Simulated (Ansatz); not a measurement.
Consider the cleavage of the Al–Si bond: `C[SiH2][AlH][F]` + `[SiH3]S` → `[F][AlH][S][SiH3]` + `C[SiH3]`.

Gas-phase electronic energies from Ansatz, PBE0-D4/def2-TZVP geometries. CCSD(T)/CBS is the MP2 limit (def2-TZVPP, def2-QZVPP) plus CCSD(T) − MP2 in def2-TZVPP, frozen cores. This one scheme is used for every species. DFT in def2-TZVPP. B3LYP here is the variant with VWN-RPA as its local correlation; programs differ in this. HSE06 is defined as in plane-wave codes. One conformer a species, not always the lowest.

`C[SiH2][AlH][F]`:

```xyz
10

C     0.729   -1.450    0.203
Si    0.303    0.330    0.645
Al   -1.219    1.382   -0.966
F    -1.618    2.967   -0.709
H     1.402   -1.881    0.947
H     1.219   -1.505   -0.771
H    -0.170   -2.069    0.161
H     1.555    1.139    0.731
H    -0.320    0.374    2.001
H    -1.881    0.714   -2.243
```

`[SiH3]S`:

Z-matrix (Å, degrees):
```
Si
S 1 2.137
H 1 1.485 2 111.6
H 1 1.485 2 111.6 3 -122.0
H 1 1.482 2 104.8 3 119.0
H 2 1.344 1 94.7 3 60.9
```

`[F][AlH][S][SiH3]`:

```xyz
8

F    -2.228    0.020   -2.571
Al   -0.962   -0.190   -1.541
S    -1.152    0.797    0.378
Si    0.702    0.207    1.273
H     0.258   -1.062   -1.999
H     0.416   -0.554    2.513
H     1.481    1.423    1.609
H     1.485   -0.642    0.339
```

`C[SiH3]`:

```xyz
8

C     0.785   -0.350   -0.485
Si   -0.703    0.313    0.434
H     1.321   -1.083    0.122
H     1.479    0.456   -0.734
H     0.481   -0.836   -1.415
H    -1.645   -0.787    0.775
H    -1.432    1.310   -0.396
H    -0.286    0.977    1.699
```

| level | ΔE (kcal/mol) | difference from CCSD(T)/CBS |
| --- | --- | --- |
| LDA (SPW92) | -27.1 | 3.1 |
| revPBE-D4 | -26.9 | 3.3 |
| B97M-V | -29.7 | 0.5 |
| r2SCANh-D4 | -30.2 | 0.0 |
| r2SCAN0-D4 | -30.5 | -0.3 |
| HSE06-D4 | -27.9 | 2.3 |
| ωB97X-V | -29.1 | 1.1 |
| PBE | -26.2 | 4.0 |
| revPBE | -25.7 | 4.5 |
| B3LYP | -28.4 | 1.8 |
| RPA@PBE/def2-TZVPP | -28.2 | 2.0 |
| HF/def2-TZVPP | -31.2 | -1.0 |
| CCSD(T)/def2-TZVPP | -29.5 | 0.7 |
| HF/def2-QZVPP | -31.3 | -1.1 |
| SCS-MP2/def2-QZVPP | -31.8 | -1.6 |
| HF/CBS(def2) | -31.3 | -1.1 |
| CCSD(T)/CBS | -30.2 | 0 |

(1) What do rigid-rotor, harmonic-oscillator terms from PBE0-D4/def2-TZVP frequencies (298.15 K, 1 bar) make of the CCSD(T)/CBS value? (Estimate.)

Largest T1 diagnostic among the species: 0.012.

Answers

(1) Computed: ΔZPE = +0.6 kcal/mol, ΔH = -29.8 kcal/mol, ΔS = -21 J/(mol·K), ΔG = -28.3 kcal/mol. Modes under 50 cm⁻¹ make the entropy rough.

At CCSD(T), def2-SVP lies +1.1 kcal/mol from the extrapolated value and def2-TZVPP +0.7 kcal/mol. Leaving LDA and LC-ωPBE aside and taking each functional with its dispersion term where it has one, the values, not all of them listed here, spread over 4.1 kcal/mol, from ωB97M-V to PBE-D4. LDA lies −0.9 kcal/mol from PBE without D4. The D4 term adds −0.7 kcal/mol with B3LYP and −0.3 kcal/mol with PBE0; it sums over pairs of atoms, weighted by their polarisabilities, and B3LYP, whose exchange is more repulsive, gets the larger term.
